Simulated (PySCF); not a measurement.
**Multinuclear NMR of C5H8ClNSi2**

Numbering as in the mapped SMILES `[Cl:1][SiH2:2][SiH2:3][c:4]1[cH:5][cH:6][cH:7][cH:8][n:9]1`; H(Xn) means a hydrogen on atom n.

[PySCF: PBE0/pcSseg-1 with gauge-including orbitals; GFN2-xTB geometry; single conformer; non-relativistic Hamiltonian; no solvent; equivalent nuclei averaged]

**Question.** Predict the $^{29}$Si NMR data.

**Answer.** 
```tsv
atoms	environment	σ (ppm)	δ (ppm)
Si2	silicon bonded to Cl, Si, 2 H	385.5	-36.9
Si3	silicon bonded to C, Si, 2 H	414.4	-60.6
```

Shieldings were converted by a linear fit to measured shifts: $^{29}$Si: δ = 279.94 − 0.822σ (rms 8.9 ppm, 72 shifts, 25.8 ppm with the 6 outliers that the fit left out vs TMS, solution or neat liquid). Occasional misses reach two or three times the rms, and more in compound classes unlike the fitted ones.

On a 300 MHz spectrometer $^{29}$Si resonates near 59.6 MHz, so 1 ppm is 59.6 Hz.

**Question.** Where does $^{15}$N resonate?

**Answer.** 
```tsv
atoms	environment	σ (ppm)	δ (ppm)
N9	pyridine-type ring nitrogen	-103.2	-53.0
```

Shieldings were converted by a linear fit to measured shifts: $^{15}$N (scatter 6.3 ppm rms vs CH3NO2, solution or neat liquid). Occasional misses reach two or three times the rms, and more in compound classes unlike the fitted ones.

On a 600 MHz spectrometer $^{15}$N resonates near 60.8 MHz, so 1 ppm is 60.8 Hz.
